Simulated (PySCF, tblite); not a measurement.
Compound: C4H6N2S.
SMILES with atom numbers: `[CH3:1][CH2:2][c:3]1[cH:4][n:5][s:6][n:7]1` (hydrogens: H8, H9, H10 on C1; H11, H12 on C2; H13 on C4)

Geometry (GFN2-xTB, Å), atoms numbered from 1 in this order:
```xyz
13
C4H6N2S angstrom
C     -1.6216   -0.3649    0.2136
C     -0.7604    0.7511   -0.3806
C      0.6754    0.3549   -0.4006
C      1.2734   -0.5864   -1.2735
N      2.5525   -0.7627   -1.0489
S      3.0020    0.1890    0.1880
N      1.5453    0.8494    0.4546
H     -2.6697   -0.0766    0.1996
H     -1.3294   -0.5589    1.2427
H     -1.5057   -1.2840   -0.3568
H     -0.8651    1.6576    0.2161
H     -1.0866    0.9604   -1.4021
H      0.7856   -1.1284   -2.0628
```

Method used: PBE0/pcSseg-1 in PySCF (dipole) on a GFN2-xTB geometry, gas phase.

Masses are those of the commonest isotopes; rigid-rotor values at the optimised geometry. The values belong to one conformer with, in the numbering `[CH3:1][CH2:2][c:3]1[cH:4][n:5][s:6][n:7]1`, C1–C2–C3–C4 73°.

(1) What are A, B and C (cm⁻¹)?

(2) What kind of rotor is it?

(3) What does the inertial defect say?

(4) Which types of transition are allowed, and where do some lines up to J = 3 fall?

(5) Estimate the classical rotational partition function at 100 K, 200 K and 500 K.

Answers

(1) Ia = 84.40, Ib = 333.20, Ic = 380.89 u·Å²; 505379 MHz·u·Å²/I gives 5988, 1517 and 1327 MHz, that is A = 0.19975, B = 0.05059, C = 0.04426 cm⁻¹.

(2) A near-prolate asymmetric top; Ray's κ = -0.919.

(3) Not planar: Δ = Ic − Ia − Ib = -36.71 u·Å². For a rigid frame Δ = −2 Σ m c², so Σ m c² = 18.36 u·Å² lies off the ab plane: 6.23 from hydrogen and 12.12 from heavier atoms. The atom farthest from that plane is 1.50 Å away.

(4) The dipole components are |μa| = 2.02 D, |μb| = 0.52 D, |μc| = 0.25 D. The squared components, which scale the intensities, stand as 1.00 : 0.07 : 0.02 (a : b : c). Some lines, for components of 0.1 D or more:

```csv
type,branch,"J(Ka,Kc)",MHz,lower level (cm⁻¹)
a,Q,"3(1,2) ← 3(1,3)",1139,0.702
c,Q,"2(1,2) ← 2(0,2)",4288,0.284
c,Q,"1(1,1) ← 1(0,1)",4472,0.095
b,Q,"2(1,1) ← 2(0,2)",4857,0.284
a,R,"2(1,2) ← 1(1,1)",5497,0.244
a,R,"2(0,2) ← 1(0,1)",5681,0.095
b,R,"1(1,1) ← 0(0,0)",7315,0.000
a,R,"3(0,3) ← 2(0,2)",8507,0.284
b,R,"2(1,2) ← 1(0,1)",9969,0.095
b,R,"3(1,3) ← 2(0,2)",12530,0.284
c,R,"2(2,0) ← 1(1,0)",19297,0.250
c,R,"3(2,2) ← 2(1,2)",22515,0.427
b,R,"3(2,1) ← 2(1,2)",22544,0.427
```

(5) Point group C1, symmetry number σ = 1; q = (√π/σ)·√((kT/h)³/(ABC)), k/h = 20836.6 MHz/K: 48600 at 100 K, 137000 at 200 K, 543000 at 500 K.

Its GFN2-xTB frequencies are all real (lowest 38 cm⁻¹). These are rigid-rotor constants of the computed structure; measured ground-state constants (B0) also hold zero-point vibration. A rigid rotor knows nothing of internal rotation, which can split or shift real lines. Quadrupole hyperfine structure (14N) is left out.
